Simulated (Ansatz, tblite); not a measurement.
Cost and result up the ladder for SnH(NHtBu)3 (C12H31N3Sn) (47 atoms). Charge 0, multiplicity 1. Geometry: PBE-D4/def2-SVP.

```csv
atom,x (Å),y (Å),z (Å)
Sn1,-0.028,0.507,-0.093
H2,-0.116,2.200,-0.390
N3,-0.178,0.135,1.948
C4,0.869,0.522,2.914
C5,1.231,1.998,2.685
C6,0.275,0.349,4.325
C7,2.141,-0.344,2.774
H8,-0.446,-0.848,2.093
H9,1.952,2.350,3.449
H10,1.707,2.146,1.693
H11,0.325,2.636,2.735
H12,-0.634,0.972,4.438
H13,1.004,0.635,5.110
H14,-0.014,-0.709,4.502
H15,2.585,-0.216,1.764
H16,1.898,-1.418,2.914
H17,2.911,-0.073,3.527
N18,1.785,-0.244,-0.784
C19,2.134,-0.310,-2.216
C20,1.886,1.068,-2.849
C21,3.633,-0.655,-2.305
C22,1.308,-1.376,-2.971
H23,1.966,-1.152,-0.334
H24,2.218,1.083,-3.906
H25,0.805,1.325,-2.842
H26,2.434,1.857,-2.296
H27,4.236,0.107,-1.773
H28,3.975,-0.709,-3.359
H29,3.837,-1.640,-1.834
H30,0.226,-1.129,-2.925
H31,1.456,-2.378,-2.515
H32,1.601,-1.447,-4.040
N33,-1.583,-0.467,-1.073
C34,-2.998,-0.318,-0.679
C35,-3.321,1.180,-0.555
C36,-3.852,-0.937,-1.803
C37,-3.309,-1.021,0.661
H38,-1.348,-1.464,-1.174
H39,-4.398,1.335,-0.345
H40,-2.756,1.644,0.281
H41,-3.064,1.716,-1.490
H42,-3.643,-0.435,-2.767
H43,-4.936,-0.851,-1.583
H44,-3.618,-2.016,-1.923
H45,-2.712,-0.568,1.480
H46,-3.059,-2.101,0.601
H47,-4.383,-0.940,0.931
```

Ansatz on 2 threads of AMD EPYC 7R13 on a shared host and a share (18 GiB) of an NVIDIA H100 80GB HBM3; xTB runs through tblite on one thread. Times are rough, summed over both states, and most runs start from the orbitals of an earlier one. PBE0-D4/def2-TZVP serves as the yardstick here, not as an exact answer. The other state is a doublet.

In the def2 sets Sn takes a core potential; there is no spin–orbit coupling. The xTB rows come from tblite. Single mean-field runs in def2-TZVP are fitted with def2-universal-jkfit.

Run but left out: PBE-D4/def2-TZVP (charge +1 doublet: an occupied level 0.10 eV above an empty one).

Raw xTB energies of ions are shifted by several eV.

```
                           level  functions  wall time  vertical IE (eV)  difference from PBE0-D4/def2-TZVP (eV)
                        GFN2-xTB        100     0.15 s             11.93                                    4.20
                        GFN1-xTB        131     0.19 s             12.78                                    5.05
               PBE0-D4/def2-TZVP        701       32 s              7.73                                    0.00
BHLYP-D4/def2-TZVP (with forces)        701       35 s              7.89                                    0.16
```
